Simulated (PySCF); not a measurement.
Ge(F)4 cation (F4Ge), SMILES [F][Ge]([F])([F])[F] (connectivity only; charge and spin as stated), charge +1, multiplicity 2.

Coordinates come from a TPSSh-D3(BJ)/def2-SVP optimisation. The geometry has at least one imaginary mode, so it is a saddle point at that level. The spin state was assumed, not searched. The isomer is the one that the SMILES or the coordinates give; other isomers of the formula were not compared.

Method: r2SCAN/def2-TZVP in PySCF.

Isolated molecule, no solvent.

Problem. Estimate the frontier levels, dipole moment and polarisability. (An estimate is asked for; the answer gives what the named calculation found.)

Solution. 
```json
{
 "α spin, highest occupied and lowest empty level": "-18.73 and -10.47 eV",
 "β spin, highest occupied and lowest empty level": "-18.19 and -17.95 eV",
 "dipole_moment_about_the_centre_of_nuclear_charge": "0.000 e·Å",
 "mean_static_polarisability": "49.9 bohr³ (7.40 Å³)",
 "polarisability_principal_values": "44.4, 52.7, 52.7 bohr³",
 "⟨S²⟩": "0.754 (pure state 0.75)"
}
```
